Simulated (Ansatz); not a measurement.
Coupled-cluster diagnostics for Cs₄H₃ (the lowest doublet isomer of a short search), Ansatz.

Geometry of the doublet (PBE0-D4/def2-TZVP):

```xyz
7

Cs   -3.1234    1.4974    1.9761
Cs   -0.9007   -1.7447   -1.8730
Cs    1.1225    0.7823    1.1707
Cs    3.5606   -1.9101   -3.0008
H    -0.6983    2.3655    2.6469
H    -1.6413   -0.1636    0.2992
H     1.6807   -0.8268   -1.2192
```

In the def2 sets Cs takes a core potential; there is no spin–orbit coupling. Correlated methods freeze no core orbitals; core or outer-core shells of Cs are correlated, in sets that lack core-valence functions. The structure comes from a short search, and lower isomers may exist.

**Question.** Estimate the CCSD(T) correlation energy, the shares of MP2 and (T), T1 and the reference's ⟨S²⟩ for: charge 0, doublet, own geometry in def2-TZVP; and the rough time on 4 threads of Arm Neoverse V2 on a shared host.

**Answer.** 
```
                          state      basis  correlation (eV)  MP2 share (%)  (T) share (%)     T1  ⟨S²⟩ (pure)  wall time
charge 0, doublet, own geometry  def2-TZVP           -14.124           90.4            1.3  0.018  0.75 (0.75)    2.4 min
```
Customary marks for T1 are 0.02 (closed shells), 0.045 (open shells) and about 0.05 (3d metals). T1 stays under 0.02 throughout.
